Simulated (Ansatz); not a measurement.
```xyz
12

C     2.1288    0.3277   -0.2939
C     1.0605   -0.1845    0.3214
B    -0.3529   -0.2487   -0.2994
S    -0.6617   -0.5807   -2.0166
Si   -1.9776    0.1268    0.8392
F    -1.6124   -0.1748    2.3791
H     2.0795    0.6950   -1.3155
H     3.0867    0.4346    0.2057
H     1.1755   -0.4777    1.3643
H     0.6061   -0.7740   -2.4323
H    -2.3695    1.5606    0.7501
H    -3.1631   -0.7044    0.4981
```

Total charge 0; spin multiplicity 1.

Q: List the r2SCAN/def2-TZVPP orbital energies in eV (the Gaussian-basis code of Ansatz). (Best estimate.)

A: Computed: Occupied: -2409.67, -1791.55, -665.82, -273.70, -273.24, -214.12, -180.94, -158.19, -158.06, -158.04, -141.93, -96.85, -96.76, -96.74, -30.89, -20.51, -19.50, -15.54, -14.08, -12.61, -12.13, -11.29, -10.92, -10.82, -10.39, -9.58, -8.67, -8.30, -7.89, -7.36, -6.94. Lowest empty: -2.89, -0.97, -0.40, 0.69, 1.31, 1.66, 1.82, 2.32.
